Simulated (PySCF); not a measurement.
# Relaxation of doublet RuF₃

These are results of UB3LYP in PySCF with Ru def2-SVP with ECP28, F def2-SVP; scalar-relativistic core potentials, no spin–orbit coupling; density-fitted integrals, not measurements. A (50,194) grid was used.

A hand-made trigonal pyramidal start, of C3v symmetry, held to at least that symmetry:

```xyz
4
charge 0 multiplicity 2, angstrom
Ru    0.0000    0.0000   -0.3183
F     1.6688    0.0000    0.5690
F    -0.8344    1.4452    0.5690
F    -0.8344   -1.4452    0.5690
```

Task: What does it relax to?

Result: It ends at D3h with Ru–F 1.830 Å (×3); F–Ru–F 120.0° (×3) (after a last refinement on a finer grid). A frequency run shows a minimum. Other isomers or separated fragments may lie lower.

Task: How much energy is released, and in how many steps?

Result: 73.3 kJ/mol in 8 steps.

Other spin states or occupations of the open shell can lie lower.

The relaxation took roughly 60 core-seconds on a shared host.
